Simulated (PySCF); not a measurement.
CH₇GeNOSi, SMILES [OH][Ge@@H]1[CH2]N[SiH2]1. Coordinates come from a PBE-D3(BJ)/def2-SVP optimisation. The structure was generated by enumeration; whether it is a known compound was not checked. The values are those of a single conformer.

### Question
Give the equilibrium geometry at PBE-D3(BJ)/def2-SVP (PySCF confirms it by a frequency run) as bond lengths and angles. (An estimate is asked for; the answer gives what the named calculation found.)

### Answer
One answer among several that fit: 
Atoms: O1 Ge2 C3 N4 Si5 H6 H7 H8 H9 H10 H11 H12. Bond lengths (Å): O1–Ge2 1.811, O1–H6 0.975, Ge2–C3 2.005, Ge2–Si5 2.404, Ge2–H7 1.562, C3–N4 1.468, C3–H8 1.114, C3–H9 1.115, N4–Si5 1.758, N4–H10 1.023, Si5–H11 1.515, Si5–H12 1.512. Bond angles (°): Ge2–O1–H6 110.9, O1–Ge2–C3 108.6, O1–Ge2–Si5 120.6, O1–Ge2–H7 108.4, C3–Ge2–Si5 74.6, C3–Ge2–H7 117.0, Si5–Ge2–H7 122.7, Ge2–C3–N4 96.1, Ge2–C3–H8 114.0, Ge2–C3–H9 109.9, N4–C3–H8 113.6, N4–C3–H9 114.8, H8–C3–H9 108.2, C3–N4–Si5 112.7, C3–N4–H10 118.0, Si5–N4–H10 128.6, Ge2–Si5–N4 75.8, Ge2–Si5–H11 118.2, Ge2–Si5–H12 123.0, N4–Si5–H11 117.1, N4–Si5–H12 114.6, H11–Si5–H12 106.1.
Charge 0, spin multiplicity 1.
